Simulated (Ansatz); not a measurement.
A made-up structure of LiSi2H2O, doublet:

```
6
angstrom
Li -0.9661 -1.8100 0.6167
O 0.7678 -0.0086 -0.0092
Si 0.7794 -1.5023 0.4861
Si -1.4026 0.6506 -0.1934
H 1.6440 0.3824 -0.1513
H -1.3027 2.0736 -0.6711
```

It is relaxed with PBE-D4/def2-SVP and then PBE0-D4/def2-TZVP (Ansatz 0.2.0). Atoms count as bonded within 1.22 times the sum of their covalent radii (H–H: 0.88 Å). The end point is not checked to be a true minimum.

Task: Does its bonding change? (Judge from chemistry; the calculation decides.)

Result: The calculation gives: Yes. Formed: O2–Si4, Si3–Si4; broken: none.

Where it ends: The first stage lowers the energy by 4.30 eV in 13 steps. It ends as LiSi₂H₂O ([Li]1[Si]2[OH][SiH]12):
```xyz
6
angstrom
Li -1.5348 -1.7171 1.0028
O 0.8732 0.2795 0.4705
Si 0.5365 -1.3424 -0.4375
Si -0.9557 0.4812 0.1834
H 1.4609 0.8787 -0.0006
H -0.8603 1.2059 -1.1408
```

Labels in which every atom is bracketed show which atoms are joined, not bond orders.

For scale, one of the runs: PBE0-D4/def2-TZVP relaxation, 131 basis functions, launched by `ansatz run in.yaml --threads 2 --pin off --events-out ev --progress --plain --max-ram 4352MiB`. Hardware: 2 CPU threads of an Arm Neoverse V2, shared host. Wall time about 35 s.
